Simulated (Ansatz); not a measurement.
Ideal-gas functions of CH3NSSi (`SC1=N[SiH2]1`) at 500 K and 1 bar, from an Ansatz frequency run at PBE0-D4/def2-TZVP.

Molar mass 89.19 g/mol, point group Cs (symmetry number 1), electronic degeneracy 1, moments of inertia 27.808, 202.421, 224.011 u Å². Harmonic wavenumbers (cm⁻¹, unscaled): 253, 290, 410, 494, 572, 615, 662, 738, 873, 964, 1112, 1573, 2266, 2284, 2649.

Use S(trans) = R[1.5 ln M + 2.5 ln T − 1.1517]; rotational temperatures θ = 24.2544 K / I; S(rot) = R[ln(√π/σ · √(T³/θAθBθC)) + 1.5]; for each mode x = 1.438777 ν̃/T, S = R[x/(eˣ − 1) − ln(1 − e⁻ˣ)] and H = RT x/(eˣ − 1); 1 cm⁻¹ = 0.0119627 kJ/mol; R = 8.31446 J/(mol·K).

By hand: the entropy, in J/(mol·K).

Translation 175.6. Rotation: θ = 0.8722, 0.1198, 0.1083 K, giving 113.4. Vibration, mode by mode: 11.13, 10.06, 7.41, 6.06, 5.05, 4.58, 4.11, 3.46, 2.55, 2.07, 1.48, 0.50, 0.09, 0.09, 0.04, in all 58.7. Electronic 0.0. Sum 347.7 J/(mol·K).

By hand: H − E and G − E in kJ/mol, counted from the electronic energy.

Zero-point energy ½ × 15755 × 0.0119627 = 94.2; thermal vibration 17.8; translation, rotation and pV give 4 RT = 16.6. H − E = 128.6 kJ/mol, and G − E = 128.6 − 500 × 347.7/1000 = -45.2 kJ/mol.

Vibration gives 17 % of the entropy. The sum counts one conformer and one mirror image; others add a mixing term.
